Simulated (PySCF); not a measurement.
Polarisability and C₆ of Cl⁺ (chlorine, charge +1)

[Ne] 3s2 3p4, high-spin 3P determinant. Calculation: PySCF 2.14, in aug-cc-pVTZ-DK (6s5p3d2f, 50 functions); the spin-free X2C one-electron Hamiltonian (Gaussian nucleus). Coupled (time-dependent) response in atomic units; α is the mean over directions.

| method | mean α (bohr³) | α xx, yy, zz | C₆ (like pair) | S(−4) |
| --- | --- | --- | --- | --- |
| UHF | 8.507 | 8.408, 8.704, 8.408 | 40.34 | 16.92 |
| PBE | 8.766 | 8.591, 9.117, 8.591 | 41.82 | 18.49 |
| PBE0 | 8.621 | 8.474, 8.916, 8.474 | 40.95 | 17.62 |
| r2SCANh | 8.610 | 8.483, 8.865, 8.483 | 41.93 | 16.73 |
| revPBE | 8.748 | 8.579, 9.085, 8.579 | 41.71 | 18.41 |

S(−4) is the Cauchy moment in α(ω) = α(0) + S(−4) ω² + …

α(iu) at PBE:

| u (hartree) | α(iu) (bohr³) |
| --- | --- |
| 0 | 8.766 |
| 0.0500 | 8.720 |
| 0.100 | 8.586 |
| 0.200 | 8.093 |
| 0.300 | 7.400 |
| 0.500 | 5.857 |
| 0.750 | 4.220 |
| 1.00 | 3.067 |
| 1.50 | 1.754 |
| 2.00 | 1.113 |
| 3.00 | 0.5587 |
| 5.00 | 0.2267 |

A single London oscillator, α(iu) = α/(1 + u²/ω²), gives C₆ = (3/4) ω α². Matching the computed C₆ needs ω = 4 × 41.82 / (3 × 8.766²) = 0.726 hartree.

For an ion, C₆ is the dispersion term alone; charge-induced terms of lower order in 1/R come first.

The components differ because the open shell of this determinant is not spherical; for a pure term their mean is the scalar polarisability.
